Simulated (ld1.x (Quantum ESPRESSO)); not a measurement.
**O: variants of one ultrasoft potential**

Base potential:

ld1.x (Quantum ESPRESSO) 7.5 input, shortened:

```
&input
   title='O', zed=8., rel=1, dft='PBE', iswitch=3,
   config='[He] 2s2 2p4 3d-2'
 /
 &inputp
   pseudotype=3, tm=.true., lloc=-1, rcloc=1.00,
   nlcc=.false.
 /
6
2S  1  0   2.00   0.00  0.70  0.85  0.0
2S  1  0   0.00  -1.30  0.70  0.85  0.0
2P  2  1   4.00   0.00  1.15  1.20  0.0
2P  2  1   0.00   1.50  1.15  1.20  0.0
3D  3  2  -2.00   0.40  1.00  1.40  0.0
3D  3  2  -2.00   1.05  1.00  1.40  0.0
 &test
   configts(1)='2s2 2p4'
 /
```

All-electron outer shells of the reference configuration (PBE, scalar-relativistic, ld1.x):

```csv
shell,level (eV),outermost node (bohr),outermost maximum (bohr)
1s,-514.70,–,0.13
2s,-23.96,0.28,0.87
2p,-9.03,–,0.82
```

Cutoffs, loose and tight: the cutoffs (Ry, on a coarse ladder) from which the occupation-weighted sum of valence levels, in a spherical-Bessel basis at the reference potential, stays within 10 and 1 mRy of its value at 400 Ry. They do not see the model core or the augmentation charge, which bear on the density cutoff. Test errors are all-electron minus pseudo excitation energies from the reference, over the configurations 2s2 2p3; 2s2 2p2; 2s2 2p1; 2s2 2p0; 2s1 2p4; 2s1 2p5; 2s2 2p3.5. A dash means not determined; rows that change the core or the reference have their own tests.

Cutoffs are not given where the Bessel-basis levels miss the radial ones by over 6 mRy, ghosts where they miss by over 20 mRy; a channel whose overlap is not positive is not tested.

A file whose overlap is not positive is unfit for use, and its test errors describe a broken file.

```csv
change,outcome,bound ghosts,largest test error (meV)
base,"generated, overlap not positive",not determined (overlap not positive),+1010
"waves 2p (bound): rcut 0.76, rcutus 0.80 bohr; 2p channel at 1.5 Ry: rcut 0.76, rcutus 0.80 bohr","generated, overlap not positive",not determined (overlap not positive),+488
"waves 2p (bound): rcut 1.15, rcutus 1.22 bohr; 2p channel at 1.5 Ry: rcut 1.15, rcutus 1.22 bohr","generated, overlap not positive",not determined (overlap not positive),+1010
"waves 2p (bound): rcut 1.15, rcutus 1.36 bohr; 2p channel at 1.5 Ry: rcut 1.15, rcutus 1.36 bohr","generated, overlap not positive",not determined (overlap not positive),+1010
"waves 2p (bound): rcut 1.15, rcutus 1.44 bohr; 2p channel at 1.5 Ry: rcut 1.15, rcutus 1.44 bohr","generated, overlap not positive",not determined (overlap not positive),+1010
"waves 2p (bound): rcut 1.15, rcutus 1.58 bohr; 2p channel at 1.5 Ry: rcut 1.15, rcutus 1.58 bohr","generated, overlap not positive",not determined (overlap not positive),+1010
"waves 2p (bound): rcut 1.15, rcutus 1.68 bohr; 2p channel at 1.5 Ry: rcut 1.15, rcutus 1.68 bohr","generated, overlap not positive",not determined (overlap not positive),+1010
"waves 2p (bound): rcut 1.15, rcutus 1.78 bohr; 2p channel at 1.5 Ry: rcut 1.15, rcutus 1.78 bohr","generated, overlap not positive",not determined (overlap not positive),+1010
```

(1) What comes out with this change to the base: waves 2p (bound): rcut 0.84, rcutus 0.90 bohr; 2p channel at 1.5 Ry: rcut 0.84, rcutus 0.90 bohr?

(2) What comes out with this change to the base: waves 2p (bound): rcut 0.94, rcutus 1.00 bohr; 2p channel at 1.5 Ry: rcut 0.94, rcutus 1.00 bohr?

(3) What comes out with this change to the base: waves 2p (bound): rcut 1.08, rcutus 1.14 bohr; 2p channel at 1.5 Ry: rcut 1.08, rcutus 1.14 bohr?

## Answers

(1) outcome: generated, overlap not positive; bound ghosts: not determined (overlap not positive); largest test error (meV): +539. A file whose overlap is not positive is unfit for use, and its test errors describe a broken file.

(2) outcome: generated, overlap not positive; bound ghosts: not determined (overlap not positive); largest test error (meV): +647. A file whose overlap is not positive is unfit for use, and its test errors describe a broken file.

(3) outcome: generated, overlap not positive; bound ghosts: not determined (overlap not positive); largest test error (meV): +834. A file whose overlap is not positive is unfit for use, and its test errors describe a broken file.
